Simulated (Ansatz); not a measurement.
Program: Ansatz. Geometries: PBE0-D4/def2-TZVP. ΔE: electronic, gas phase. CCSD(T)/CBS adds triple-zeta CCSD(T) − MP2 to the extrapolated MP2 energy (def2 sets, frozen cores). This one scheme is used for every species. DFT in def2-TZVPP. B3LYP here is the variant with VWN-RPA as its local correlation; programs differ in this. Each species was taken in one conformer, which may not be the lowest.

Reaction (formal hydrolysis of a B–S bond): `COB(S)OC` + H₂O → `COB(O)OC` + H₂S

| level | ΔE (kJ/mol) | difference from CCSD(T)/CBS |
| --- | --- | --- |
| PBE-D4 | -51.5 | 5.5 |
| r2SCAN-D4 | -59.5 | -2.5 |
| PBE0-D4 | -56.0 | 1.0 |
| B3LYP-D4 | -62.8 | -5.8 |
| ωB97X-V | -62.0 | -5.0 |
| ωB97M-V | -63.2 | -6.2 |
| B2PLYP | -65.2 | -8.2 |
| PBE | -55.6 | 1.4 |
| r2SCAN | -60.6 | -3.6 |
| PBE0 | -59.6 | -2.6 |
| B3LYP | -69.5 | -12.5 |
| HF/def2-TZVPP | -83.8 | -26.8 |
| MP2/def2-TZVPP | -55.3 | 1.7 |
| SCS-MP2/def2-TZVPP | -61.2 | -4.2 |
| CCSD/def2-TZVPP | -66.2 | -9.2 |
| CCSD(T)/def2-TZVPP | -61.6 | -4.6 |
| HF/def2-QZVPP | -84.1 | -27.1 |
| MP2/def2-QZVPP | -52.8 | 4.2 |
| SCS-MP2/def2-QZVPP | -58.9 | -1.9 |
| HF/CBS(def2) | -84.2 | -27.2 |
| MP2/CBS(def2) | -50.7 | 6.3 |
| CCSD/CBS(def2) | -61.6 | -4.6 |
| CCSD(T)/CBS | -57.0 | 0 |

Largest T1 diagnostic among the species: 0.012.

From PBE to PBE0 (25 % exact exchange), in def2-TZVPP and without D4, ΔE moves by −4.1 kJ/mol. In def2-TZVPP, CCSD(T) changes the Hartree–Fock value by +22.2 kJ/mol (the triples alone add +4.6 kJ/mol) and MP2 by +28.5 kJ/mol.
